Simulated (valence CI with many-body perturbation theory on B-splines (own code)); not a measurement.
## Nd³⁸⁺: calculated level list

Calculated by configuration interaction combined with many-body perturbation theory (CI+MBPT): four valence electrons over a frozen Dirac-Fock core [Ar], a basis of 9 s, 9 p, 10 d, 8 f, 5 g, 3 h, 1 i functions for each j, with the one-electron correlation potential Σ1 (screened to all orders), the two-electron term Σ2, the three-electron term Σ3, Breit, model QED; selected single and double excitations, second order for the rest (own B-spline code, finite nucleus).

The last digits are not significant, and no measured levels were compared; by estimate large intervals hold to a few tenths of a per cent, small ones and those within an open d or f shell to about a per cent. Only levels of the ground parity were solved; by the run's estimate the other parity begins above the list, which can be wrong where configurations are misplaced.

Levels 1 to 34 of 34, with energies above the lowest level, (3d3/2^4) J=0. "Leading %" is the weight of the configuration and term that name the level; weights of strongly mixed levels are sums over their largest components and can fall short. In the jj column 3d3/2^4 stands for four electrons in 3d with j = 3/2. Lifetimes count E1, E2, E3, M1 and M2 decay at the calculated energies, and are blank where another channel may lead or the interval is too uncertain; long ones can be off by a factor of two.

| No. | Configuration | Term | J | E (cm⁻¹) | Leading % | Lifetime | Second component | Leading jj |
| --- | --- | --- | --- | --- | --- | --- | --- | --- |
| 1 | 3d⁴ | ³P | 0 | 0 | 56 |  | 33 % 3d⁴ ⁵D | 3d3/2^4 (96 %) |
| 2 | 3d⁴ | ⁵D | 1 | 159300 | 66 | 8.85 μs | 34 % 3d⁴ ³P | 3d3/2^3 3d5/2 (97 %) |
| 3 | 3d⁴ | ⁵D | 2 | 231440 | 59 | 97.3 μs | 12 % 3d⁴ ³F | 3d3/2^3 3d5/2 (76 %) |
| 4 | 3d⁴ | ³F | 4 | 235660 | 31 |  | 21 % 3d⁴ ³H | 3d3/2^3 3d5/2 (95 %) |
| 5 | 3d⁴ | ⁵D | 3 | 257880 | 37 | 1.91 ms | 26 % 3d⁴ ³F | 3d3/2^3 3d5/2 (81 %) |
| 6 | 3d⁴ | ⁵D | 0 | 375650 | 62 | 2.45 μs | 20 % 3d⁴ ¹S | 3d3/2^2 3d5/2^2 (95 %) |
| 7 | 3d⁴ | ⁵D | 4 | 392010 | 42 | 8.40 μs | 40 % 3d⁴ ³H | 3d3/2^2 3d5/2^2 (92 %) |
| 8 | 3d⁴ | ⁵D | 2 | 397420 | 31 | 4.15 μs | 31 % 3d⁴ ³F | 3d3/2^2 3d5/2^2 (81 %) |
| 9 | 3d⁴ | ³G | 3 | 407280 | 44 | 7.68 μs | 41 % 3d⁴ ⁵D | 3d3/2^2 3d5/2^2 (80 %) |
| 10 | 3d⁴ | ³H | 5 | 433320 | 69 | 14.8 μs | 31 % 3d⁴ ³G | 3d3/2^2 3d5/2^2 (100 %) |
| 11 | 3d⁴ | ³P | 1 | 451080 | 50 | 5.49 μs | 31 % 3d⁴ ³D | 3d3/2^2 3d5/2^2 (89 %) |
| 12 | 3d⁴ | ³H | 6 | 451750 | 54 | 18.4 ms | 46 % 3d⁴ ¹I | 3d3/2^2 3d5/2^2 (98 %) |
| 13 | 3d⁴ | ³G | 4 | 480330 | 60 |  | 35 % 3d⁴ ¹G | 3d3/2^2 3d5/2^2 (96 %) |
| 14 | 3d⁴ | ³F | 3 | 485800 | 43 | 9.20 μs | 32 % 3d⁴ ³D | 3d3/2^2 3d5/2^2 (91 %) |
| 15 | 3d⁴ | ³D | 2 | 489640 | 38 | 23.9 μs | 30 % 3d⁴ ³P | 3d3/2^2 3d5/2^2 (93 %) |
| 16 | 3d⁴ | ³F | 2 | 561840 | 42 | 3.73 μs | 30 % 3d⁴ ³P | 3d3/2^2 3d5/2^2 (86 %) |
| 17 | 3d⁴ | ³F | 4 | 575990 | 50 | 5.81 μs | 26 % 3d⁴ ⁵D | 3d3/2^2 3d5/2^2 (54 %) |
| 18 | 3d⁴ | ³F | 3 | 624460 | 47 | 2.61 μs | 20 % 3d⁴ ⁵D | 3d3/2 3d5/2^3 (92 %) |
| 19 | 3d⁴ | ³F | 4 | 636380 | 36 | 4.06 μs | 34 % 3d⁴ ¹G | 3d3/2 3d5/2^3 (53 %) |
| 20 | 3d⁴ | ³G | 5 | 655330 | 69 | 5.57 μs | 31 % 3d⁴ ³H | 3d3/2 3d5/2^3 (100 %) |
| 21 | 3d⁴ | ³D | 1 | 655420 | 63 | 1.96 μs | 23 % 3d⁴ ³P | 3d3/2 3d5/2^3 (92 %) |
| 22 | 3d⁴ | ³P | 2 | 656020 | 52 | 25.9 μs | 24 % 3d⁴ ¹D | 3d3/2^2 3d5/2^2 (80 %) |
| 23 | 3d⁴ | ¹I | 6 | 663050 | 54 | 6.25 μs | 46 % 3d⁴ ³H | 3d3/2 3d5/2^3 (98 %) |
| 24 | 3d⁴ | ³P | 0 | 691360 | 53 | 4.38 μs | 46 % 3d⁴ ¹S | 3d3/2 3d5/2^3 (70 %) |
| 25 | 3d⁴ | ³F | 2 | 711730 | 55 | 2.84 μs | 37 % 3d⁴ ³P | 3d3/2 3d5/2^3 (79 %) |
| 26 | 3d⁴ | ¹F | 3 | 722070 | 39 | 4.08 μs | 35 % 3d⁴ ³D | 3d3/2 3d5/2^3 (95 %) |
| 27 | 3d⁴ | ³F | 3 | 807760 | 68 | 5.07 μs | 29 % 3d⁴ ¹F | 3d3/2 3d5/2^3 (99 %) |
| 28 | 3d⁴ | ¹S | 0 | 808860 | 60 | 7.37 μs | 36 % 3d⁴ ³P | 3d3/2^2 3d5/2^2 (59 %) |
| 29 | 3d⁴ | ³P | 1 | 812030 | 93 | 3.08 μs | 6 % 3d⁴ ³D | 3d3/2 3d5/2^3 (97 %) |
| 30 | 3d⁴ | ¹G | 4 | 817060 | 75 | 3.18 μs | 18 % 3d⁴ ³F | 3d3/2 3d5/2^3 (87 %) |
| 31 | 3d⁴ | ¹D | 2 | 838620 | 63 | 3.85 μs | 24 % 3d⁴ ³P | 3d3/2 3d5/2^3 (62 %) |
| 32 | 3d⁴ | ³F | 4 | 886990 | 50 | 1.85 μs | 21 % 3d⁴ ¹G | 3d5/2^4 (88 %) |
| 33 | 3d⁴ | ¹D | 2 | 971600 | 53 | 1.80 μs | 20 % 3d⁴ ³D | 3d5/2^4 (69 %) |
| 34 | 3d⁴ | ¹S | 0 | 1131600 | 63 | 1.18 μs | 36 % 3d⁴ ³P | 3d5/2^4 (76 %) |

The ionisation energy to 3d³ ⁴F3/2 of the next ion comes out as 2758.8 eV (NIST: 2758 ± 4 eV (theoretical)). All 34 levels together are meant to be complete up to 1176800 cm⁻¹.
